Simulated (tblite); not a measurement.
Compound: C₃H₁₁BrO₃Si₂.
SMILES with atom numbers: `[CH3:1][CH:2]([CH3:3])[O:4][Si@H:5]([OH:6])[O:7][SiH2:8][Br:9]` (hydrogens: H10, H11, H12 on C1; H13 on C2; H14, H15, H16 on C3; H17 on Si5; H18 on O6; H19, H20 on Si8)

Computed with GFN2-xTB (tblite), gas phase: L-BFGS steps from a force-field or distance-geometry start until the largest atomic force falls under 0.01 eV/Å.

Step 94: E = -872.4043 eV
```
atom  x, y, z in Å  |  force x, y, z in eV/Å
C1     -2.2410    0.0666   -1.3910   -0.003  -0.016  -0.015
C2     -1.6919    0.1701    0.0274    0.020  -0.008  -0.024
C3     -2.5143   -0.6544    1.0122    0.031   0.012   0.000
O4     -0.3633   -0.3020    0.0495   -0.029   0.082   0.031
Si5     0.9761    0.5678    0.0643   -0.021  -0.025  -0.043
O6      1.1139    1.4699   -1.2718   -0.024  -0.004   0.006
O7      2.1172   -0.5950    0.1005   -0.007  -0.016   0.019
Si8     3.6886   -0.8540    0.0763    0.013  -0.024  -0.016
Br9     4.6176    1.0089   -0.6511   -0.007  -0.008  -0.015
H10    -2.1354   -0.9562   -1.7455    0.012   0.026  -0.004
H11    -3.2929    0.3396   -1.4101    0.020   0.028   0.008
H12    -1.6869    0.7294   -2.0504    0.023  -0.038   0.009
H13    -1.7029    1.2220    0.3437    0.025  -0.024  -0.022
H14    -3.5463   -0.3148    1.0034    0.008  -0.017   0.034
H15    -2.4789   -1.7059    0.7412    0.001   0.000  -0.037
H16    -2.1066   -0.5438    2.0130   -0.016  -0.001   0.028
H17     1.1529    1.3668    1.2690   -0.016   0.011   0.000
H18     1.9225    1.9184   -1.5166   -0.019  -0.012   0.030
H19     3.9724   -1.8785   -0.9079   -0.009   0.021  -0.010
H20     4.1942   -1.0441    1.4212   -0.005   0.011   0.020
```

Step 95: E = -872.4053 eV
```
atom  x, y, z in Å  |  force x, y, z in eV/Å
C1     -2.2318    0.0684   -1.3892    0.006  -0.014  -0.020
C2     -1.6907    0.1696    0.0329    0.026  -0.003  -0.037
C3     -2.5219   -0.6513    1.0132    0.040   0.006  -0.017
O4     -0.3645   -0.3089    0.0620   -0.038   0.077   0.022
Si5     0.9768    0.5574    0.0675   -0.016  -0.004  -0.041
O6      1.1116    1.4611   -1.2684   -0.020  -0.003   0.010
O7      2.1151   -0.6083    0.0968   -0.007  -0.007   0.014
Si8     3.6891   -0.8511    0.0686    0.016  -0.024   0.004
Br9     4.5996    1.0185   -0.6654   -0.007  -0.015  -0.012
H10    -2.1310   -0.9550   -1.7440    0.003   0.025   0.011
H11    -3.2808    0.3515   -1.4174    0.016   0.020   0.015
H12    -1.6678    0.7251   -2.0465    0.030  -0.027   0.016
H13    -1.6977    1.2218    0.3489    0.019  -0.029  -0.026
H14    -3.5548   -0.3178    0.9883   -0.016  -0.002   0.037
H15    -2.4782   -1.7036    0.7483    0.003  -0.019  -0.039
H16    -2.1283   -0.5338    2.0185   -0.008   0.004   0.036
H17     1.1573    1.3578    1.2713   -0.010   0.005  -0.005
H18     1.9177    1.9163   -1.5109   -0.032  -0.023   0.033
H19     3.9807   -1.8763   -0.9124   -0.009   0.023  -0.009
H20     4.1945   -1.0305    1.4156    0.002   0.010   0.009
```

Step 96: E = -872.4062 eV
```
atom  x, y, z in Å  |  force x, y, z in eV/Å
C1     -2.2227    0.0697   -1.3888    0.012  -0.006  -0.014
C2     -1.6894    0.1692    0.0370    0.016   0.002  -0.038
C3     -2.5272   -0.6486    1.0140    0.035  -0.004  -0.030
O4     -0.3657   -0.3131    0.0749   -0.034   0.045   0.004
Si5     0.9771    0.5493    0.0704   -0.004   0.016  -0.024
O6      1.1067    1.4535   -1.2655   -0.014   0.003   0.005
O7      2.1132   -0.6186    0.0948   -0.002  -0.003   0.007
Si8     3.6893   -0.8496    0.0621    0.007  -0.019   0.024
Br9     4.5828    1.0259   -0.6784   -0.003  -0.024  -0.008
H10    -2.1248   -0.9537   -1.7441   -0.011   0.015   0.023
H11    -3.2692    0.3616   -1.4244    0.020   0.007   0.017
H12    -1.6498    0.7208   -2.0433    0.036  -0.011   0.018
H13    -1.6928    1.2216    0.3516    0.006  -0.022  -0.024
H14    -3.5607   -0.3202    0.9790   -0.039   0.015   0.030
H15    -2.4782   -1.7014    0.7530    0.008  -0.031  -0.038
H16    -2.1449   -0.5266    2.0227    0.008   0.008   0.041
H17     1.1610    1.3515    1.2731   -0.003   0.000  -0.008
H18     1.9098    1.9158   -1.5053   -0.037  -0.028   0.030
H19     3.9864   -1.8758   -0.9161   -0.010   0.026  -0.008
H20     4.1941   -1.0204    1.4110    0.009   0.011  -0.006
```

Task: Estimate the geometry and energy of step 97. (The exact step hangs on the optimiser's Hessian estimate; all steps are aligned on step 96, rigid shifts and turns removed.)

Result: E = -872.4069 eV, largest force 0.047 eV/Å
```
atom  x, y, z in Å  |  force x, y, z in eV/Å
C1     -2.2148    0.0697   -1.3896    0.017   0.002  -0.005
C2     -1.6885    0.1692    0.0391   -0.005   0.005  -0.027
C3     -2.5304   -0.6468    1.0142    0.015  -0.012  -0.028
O4     -0.3666   -0.3142    0.0864   -0.020   0.007  -0.013
Si5     0.9769    0.5454    0.0738    0.009   0.026  -0.006
O6      1.0999    1.4490   -1.2626   -0.012   0.008  -0.004
O7      2.1121   -0.6236    0.0954    0.003   0.000   0.004
Si8     3.6892   -0.8497    0.0579   -0.004  -0.013   0.033
Br9     4.5713    1.0292   -0.6883    0.000  -0.029  -0.005
H10    -2.1165   -0.9532   -1.7456   -0.022   0.004   0.031
H11    -3.2600    0.3662   -1.4306    0.026  -0.004   0.015
H12    -1.6359    0.7183   -2.0410    0.038   0.000   0.017
H13    -1.6904    1.2218    0.3514   -0.008  -0.007  -0.017
H14    -3.5646   -0.3205    0.9766   -0.038   0.023   0.016
H15    -2.4801   -1.6999    0.7541    0.011  -0.026  -0.031
H16    -2.1539   -0.5232    2.0251    0.018   0.005   0.029
H17     1.1641    1.3499    1.2748    0.002  -0.004  -0.010
H18     1.9002    1.9165   -1.5014   -0.031  -0.025   0.022
H19     3.9876   -1.8767   -0.9192   -0.011   0.029  -0.007
H20     4.1954   -1.0165    1.4071    0.013   0.012  -0.015
```

The energy changes by -0.0007 eV. The first-order estimate −F·Δx gives -0.0010 eV and the mean of the old and new forces, exact on a quadratic surface, -0.0007 eV. The step makes an angle of 81° with the force vector and moves no atom by more than 0.016 Å.

The cost below is that of the whole relaxation. Time: 1.7 s. Hardware: one thread, Arm Neoverse V1 (aarch64), shared host with 32 logical CPUs at a one-minute load of 30.
